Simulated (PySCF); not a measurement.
How methods differ on the ionisation energy of Bi⁵⁷⁺

Bi⁵⁷⁺ [Ar] 3d8 (3F) → Bi⁵⁸⁺ [Ar] 3d7 (4F), as a difference of total energies. All numbers are calculated (PySCF 2.14, the spin-free X2C one-electron Hamiltonian (Gaussian nucleus), in an even-tempered Gaussian basis (17 s from 15 bohr⁻², ratio 2.5; 13 p from 20 bohr⁻², ratio 2.5; 7 d from 20 bohr⁻², ratio 2.5; 4 f from 78 bohr⁻², ratio 2.7; 3 g from 120 bohr⁻², ratio 2.7)). Correlated levels: outer shells: [Ne] frozen; virtual orbitals above 40 to 60 times the deepest correlated orbital energy dropped. The calculations carry no spin-orbit coupling.

```json
{"method": "UHF", "ionisation energy (eV)": "5940.6"}
{"method": "LDA", "ionisation energy (eV)": "5940.0"}
{"method": "PBE", "ionisation energy (eV)": "5940.2"}
{"method": "PBE0", "ionisation energy (eV)": "5940.9"}
{"method": "r2SCAN", "ionisation energy (eV)": "5942.6"}
{"method": "BLYP", "ionisation energy (eV)": "5940.2"}
{"method": "r2SCAN0", "ionisation energy (eV)": "5942.7"}
{"method": "MP2 (outer shells)", "ionisation energy (eV)": "5942.1"}
{"method": "SCS-MP2 (outer shells)", "ionisation energy (eV)": "5942.1"}
```

Spin-orbit coupling is strong in these open shells (close to jj coupling). The scalar numbers leave it out and a first-order estimate fails, so it can dominate the gap to the real levels.

Breit and QED terms and the two-electron picture change are absent.

For comparison: 5892 ± 6 eV (theoretical estimate listed by NIST; NIST Atomic Spectra Database, ionization energies).
